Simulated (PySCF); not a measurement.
Species: C5H10Se.
SMILES: `C1CC[Se]CC1`

The closed-shell ground state was solved at several levels (PySCF, density fitting, gas phase). Isolated species at its GFN2-xTB geometry (one conformer only). Relativistic effects, spin–orbit coupling among them, are left out although an element past zinc is present.

| level | basis functions | total energy (Eh) | HOMO (eV) | LUMO (eV) | gap (eV) | dipole (D) |
| --- | --- | --- | --- | --- | --- | --- |
| PBE0/pcSseg-1 | 176 | -2597.3054 | -5.94 | 0.61 | 6.55 | 1.81 |
| B3LYP/pcJ-1 (pcSseg-1 on Se) | 276 | -2597.9133 | -5.65 | 0.41 | 6.06 | 1.71 |

(1) What might PBE0/def2-SVPD (221 basis functions) give for the same quantities?

(2) Over all these levels, which gives the widest orbital gap and which the narrowest?

(3) How far do the dipole and the HOMO energy spread over the levels?

Answers

(1) Total energy -2597.1691 Eh, HOMO -5.94 eV, LUMO 0.18 eV, gap 6.12 eV, dipole 1.93 D.

(2) PBE0/pcSseg-1 (global hybrid, 25 % exact exchange) has the widest, 6.55 eV, and B3LYP/pcJ-1 (pcSseg-1 on Se) (global hybrid, 20 % exact exchange) the narrowest, 6.06 eV. Functional and basis both differ between the two, so the spread mixes both effects.

(3) The dipole runs from 1.71 to 1.93 D (mean 1.82 D) and the HOMO from -5.94 to -5.65 eV.
